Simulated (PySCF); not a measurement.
Computed shifts of a molecule C2H8N2OSi, KT2/pcSseg-1 (PySCF), GIAO, gas phase, atoms alike by connectivity averaged where their shifts nearly agree, in ppm (number of nuclei): ¹³C: 167.4 (1), 31.3 (1). ¹⁵N: 364.4 (1), 40.1 (1). ²⁹Si: -45.1 (1). ¹H: 8.54 (1), 5.79 (1), 2.24 (3), 1.48 (1), 1.36 (2). References: ¹³C against TMS (σ = 185.1 ppm); ¹⁵N against NH3 (σ = 266.2 ppm); ²⁹Si against TMS (σ = 361.9 ppm); ¹⁷O against H2O (σ = 330.4 ppm); ¹H against TMS (σ = 31.47 ppm), references at their B3LYP-D3(BJ)/def2-TZVP geometries, non-relativistic. Coordinates come from a PBE0-D3(BJ)/def2-SVP optimisation. The values are those of a single conformer.

### Question
Which molecule gave these data?
A. C/N=C/[Si@H](N)O
B. O[SiH]1NCCN1
C. C/C=N\[Si@H](N)O
D. CO/C=N/[SiH2]N

### Answer
C, C/C=N\[Si@H](N)O
